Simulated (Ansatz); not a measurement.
Born–Oppenheimer molecular dynamics of AlH5O3Se (10 atoms, charge 0, multiplicity 1). It starts at the highest image of a converged band, a first-order saddle point between two minima.

Theory: Ansatz, RHF/def2-SVP.

```
ensemble                      : NVE (velocity Verlet)
time step                     : 0.5 fs
steps asked                   : 200
starting velocities drawn for : 300 K
seed                          : 5349
```

First frame:

```xyz
10
Properties=species:S:1:pos:R:3
Al 0.507 -0.250 -0.039
O 0.022 1.456 -0.327
O 1.034 -0.683 1.505
O 1.234 -0.906 -1.417
H -1.232 0.984 -0.454
Se -2.119 -0.422 -0.299
H 0.429 2.071 -0.921
H 0.866 -0.322 2.356
H 1.712 -1.711 -1.506
H -2.454 -0.216 1.103
```

Task: How far do the bonds stretch over the last three quarters of this one trajectory? (Pairs bonded in most of those frames.)

Result: 
```
   bond  mean (Å)  spread (Å)  shortest  longest
 Al1–O2     1.691       0.028      1.63     1.72
 Al1–O3     1.702       0.027      1.65     1.74
 Al1–O4     1.697       0.028      1.65     1.74
  O2–H7     0.940       0.010      0.92     0.96
  O3–H8     0.940       0.007      0.93     0.95
  O4–H9     0.943       0.019      0.91     0.97
 H5–Se6     1.458       0.031      1.41     1.51
Se6–H10     1.456       0.024      1.42     1.49
```

Mean temperature of the second half: 582 K. The conserved energy stayed within 0.16 meV per atom of its start (net change 0.11 meV per atom), so the integration is sound. The system heated up, since it started high on the potential surface and ran downhill. A run of 0.1 ps of so small a system gives no equilibrium averages. The orbitals stay closed-shell, which can raise the energy where a bond breaks towards radicals; this wasn't checked here.

The run took 5.7 min on 2 threads of Intel(R) Xeon(R) Platinum 8488C (Sapphire Rapids), with other jobs on the host, peak memory 0.29 GiB.
